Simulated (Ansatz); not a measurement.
One change: `ClBBr` becomes `[Cl][GaH][Br]`.

Ansatz, PBE0-D4/def2-TZVP geometries, multiplicity 1. 

Scalar relativity is left out up to krypton.

```json
{"property": "size of the dipole moment (ωB97M-V/def2-TZVPP) / D", "`ClBBr`": "0.44"}
{"property": "HOMO–LUMO gap (B3LYP/def2-TZVPP) / eV", "`ClBBr`": "6.31"}
{"property": "HOMO energy (PBE0/def2-TZVPP) / eV", "`ClBBr`": "-8.65"}
{"property": "HOMO energy (B3LYP/def2-TZVPP) / eV", "`ClBBr`": "-8.38"}
{"property": "HOMO energy (PBE/def2-TZVPP) / eV", "`ClBBr`": "-7.35"}
{"property": "LUMO energy (PBE0/def2-TZVPP) / eV", "`ClBBr`": "-1.89"}
```

Question: Give the same properties after the change, and the shifts. (An estimate is asked.)

Answer: The calculation gave: 
```
                                          property  `[Cl][GaH][Br]`  shift
size of the dipole moment (ωB97M-V/def2-TZVPP) / D             1.60   1.16
             HOMO–LUMO gap (B3LYP/def2-TZVPP) / eV             6.30  -0.01
                HOMO energy (PBE0/def2-TZVPP) / eV            -8.64   0.01
               HOMO energy (B3LYP/def2-TZVPP) / eV            -8.36   0.02
                 HOMO energy (PBE/def2-TZVPP) / eV            -7.35   0.00
                LUMO energy (PBE0/def2-TZVPP) / eV            -1.80   0.09
```

Dipoles are sizes alone; their direction can turn.

B3LYP here is the variant with VWN-RPA as its local correlation; programs differ in this.

Spin–orbit coupling is left out; it splits and shifts lone-pair levels of the heavy atoms by tenths of an eV.
